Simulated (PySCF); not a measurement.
## Polarisability and C₆ of Sr⁺ (strontium, charge +1)

[Kr] 5s1, 2S determinant. Computed with PySCF 2.14 in aug-cc-pwCVTZ-X2C with one added diffuse shell each of s, p, d, f type (11s10p8d4f, 109 functions), with scalar relativity by spin-free X2C-1e. Coupled (time-dependent) response in atomic units; α is the mean over directions.

```json
{"method": "PBE0", "mean α (bohr³)": "102.4", "C₆ (like pair)": "912.2", "S(−4)": "9055"}
{"method": "TPSSh", "mean α (bohr³)": "116.1", "C₆ (like pair)": "1083", "S(−4)": "11840"}
```

S(−4) is the Cauchy moment in α(ω) = α(0) + S(−4) ω² + …

α(iu) at PBE0:

| u (hartree) | α(iu) (bohr³) |
| --- | --- |
| 0 | 102.4 |
| 0.0500 | 84.04 |
| 0.100 | 55.67 |
| 0.200 | 26.10 |
| 0.300 | 15.79 |
| 0.500 | 8.861 |
| 0.750 | 5.811 |
| 1.00 | 4.236 |
| 1.50 | 2.539 |
| 2.00 | 1.670 |
| 3.00 | 0.8676 |
| 5.00 | 0.3564 |

A single London oscillator, α(iu) = α/(1 + u²/ω²), gives C₆ = (3/4) ω α². Matching the computed C₆ needs ω = 4 × 912.2 / (3 × 102.4²) = 0.116 hartree.

For an ion, C₆ is the dispersion term alone; charge-induced terms of lower order in 1/R come first.
